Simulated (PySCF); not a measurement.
# Working out the ionisation energy of Co²⁺

Co²⁺ [Ar] 3d7 (4F) → Co³⁺ [Ar] 3d6 (5D). Calculation: PySCF 2.14, in def2-TZVPPD; no relativity, point nucleus. Frozen: [Ar]. Energies in hartree (1 hartree = 27.21139 eV):

```csv
part,Co²⁺ (lower),Co³⁺ (upper)
UHF,-1380.581815,-1379.426435
CCSD correlation,-0.176858,-0.116300
(T),-0.003094,-0.001166
```

What does Hartree-Fock give?

(-1379.426435) − (-1380.581815) = 1.155380 hartree = 31.439 eV.

What do CCSD and CCSD(T) give?

The CCSD correlation energies differ by 0.060558 hartree = 1.648 eV and the triples by 0.001928 hartree = 0.052 eV, so CCSD gives 33.087 eV and CCSD(T) 33.139 eV.

A first-order spin-orbit estimate adds 0.026 eV to CCSD(T) (valence), giving 33.165 eV against 33.5 ± 0.06 eV (semi-empirical (NIST evaluation); NIST Atomic Spectra Database, ionization energies).

The calculation is non-relativistic.

What remains against the reference includes basis incompleteness, the frozen core and higher excitations.
